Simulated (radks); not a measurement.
Results of a calculation; reference values are marked as such.
Question: The mean radii <r> (bohr) of the occupied orbitals of an atom or ion are listed with their occupations. Code: a radial shooting solver on a logarithmic mesh with Libxc functionals. Model: non-relativistic Kohn-Sham, PBE, spin-polarised, spherical densities, point nucleus.

orbital  occ.      <r>
1s up       1  0.04943
1s down     1  0.04943
2s up       1   0.2215
2s down     1   0.2215
2p up       3   0.1922
2p down     3   0.1922
3s up       1   0.6629
3s down     1   0.6624
3p up       3   0.6842
3p down     3   0.6833
3d up       5   0.7979
3d down     5   0.7901
4s up       1    2.101

Name the element and its charge. Open shells, if any, are filled with parallel spins first.

Answer: Z = 31, gallium, charge +2: Ga2+ in [Ar] 3d10 4s1. The 1s radius gives Z: for a bare nucleus <r> = 1.5/Z, 0.04839 bohr for Z = 31, and screening makes it slightly larger (0.04943 here). The occupations add up to 29, and the charge is Z minus that.
